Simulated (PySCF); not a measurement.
**Nuclear quadrupole coupling in `O=[S@@]1[C@@H]2CC[C@H]1[C@@H](C(F)(F)F)C2`**

Species: C₇H₉F₃OS.
Cartesian coordinates in Å at the PBE0-D3(BJ)/def2-SVP level; atoms count from 1:
```
atom  x, y, z in Å
O1    -1.0734   -0.7122   -2.7291
S2    -0.0740   -1.1107   -1.6856
C3    -0.9539   -1.2538   -0.0488
C4    -1.7376    0.0547    0.0072
C5    -0.7878    1.1457   -0.5440
C6     0.5315    0.4416   -0.8307
C7     1.1964   -0.1726    0.3995
C8     1.6186    0.8234    1.4552
F9     0.5776    1.3814    2.0867
F10    2.3645    0.2262    2.3909
F11    2.3425    1.8145    0.9292
C12    0.2097   -1.2473    0.9337
H13   -1.5711   -2.1615   -0.0176
H14   -2.6365   -0.0203   -0.6189
H15   -2.0579    0.2570    1.0408
H16   -0.6545    1.9908    0.1443
H17   -1.1790    1.5372   -1.4930
H18    1.2223    0.9998   -1.4756
H19    2.1380   -0.6506    0.0855
H20   -0.1500   -1.0032    1.9445
H21    0.6982   -2.2300    0.9914
```

Field gradients from the PBE0/pcSseg-1 density (PySCF, non-relativistic), principal values in atomic units, ordered |Vxx| ≤ |Vyy| ≤ |Vzz|:

| atom | Vxx | Vyy | Vzz |
| --- | --- | --- | --- |
| O1 | -0.5949 | -1.2341 | 1.8291 |
| S2 | 0.7461 | 1.0954 | -1.8415 |

Task: Find the asymmetry η = (Vxx − Vyy)/Vzz and the couplings χ = eQV/h (234.96 MHz × Q in barn × V in au), with Q(17O) = −0.0256 b, Q(33S) = −0.0678 b.

Result: 
| atom | environment | nucleus | η | χzz (MHz) | χxx (MHz) | χyy (MHz) |
| --- | --- | --- | --- | --- | --- | --- |
| O1 | sulfinyl oxygen | 17O | 0.35 | -11.00 | 3.58 | 7.42 |
| S2 | sulfinyl sulfur | 33S | 0.19 | 29.34 | -11.89 | -17.45 |

The tensor is traceless: Vxx + Vyy + Vzz = 0.

Task: What is Vzz at S2 in SI units (1 au = 9.71736 × 10²¹ V/m²)?

Result: -1.8415 au = -17.894 × 10²¹ V/m².

Were the hydrogens deuterons (Q(2H) = 0.00286 b), χzz would run from 186 kHz (H19) to 196 kHz (H13, H16 and H18).

Isolated species at its PBE0-D3(BJ)/def2-SVP geometry, gas phase. With so small a basis the couplings can be 20 % off.
